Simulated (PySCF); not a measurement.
# Two-component Hartree-Fock for Kr³⁵⁺ (krypton, charge +35)

Start: 1s1; 1s1/2 filled at m_j = +1/2. Calculated with PySCF 2.14 in an uncontracted even-tempered set (15 s from 59 bohr⁻², ratio 2.4; 10 p from 77 bohr⁻², ratio 2.4; 3 d from 230 bohr⁻², ratio 2.6; 3 f from 350 bohr⁻², ratio 2.6): generalised Hartree-Fock with the X2C-1e Hamiltonian and a Gaussian nucleus; one run each with spin-orbit coupling (SO) switched off, then screened by Boettger's factors.

```tsv
spinor shell	electrons	ε, spin-free (eV)	ε, screened SO (eV)	weight of nominal j (screened SO)	rms radius, screened SO (bohr)
1s1/2	1	-17947.9	-17947.9	1.000	0.0467
```

| quantity | spin-free | screened SO |
| --- | --- | --- |
| E (hartree) | -659.57148 | -659.57148 |
| M_J | 1/2 | 1/2 |
| ⟨J²⟩ | 0.750 | 0.750 |
| ⟨L²⟩ | 0.000 | 0.000 |
| ⟨S²⟩ | 0.750 | 0.750 |

Without spin-orbit coupling the j labels of p, d and f shells carry no meaning; the spin-free column gives the mean over the occupied spinors of each nl shell.
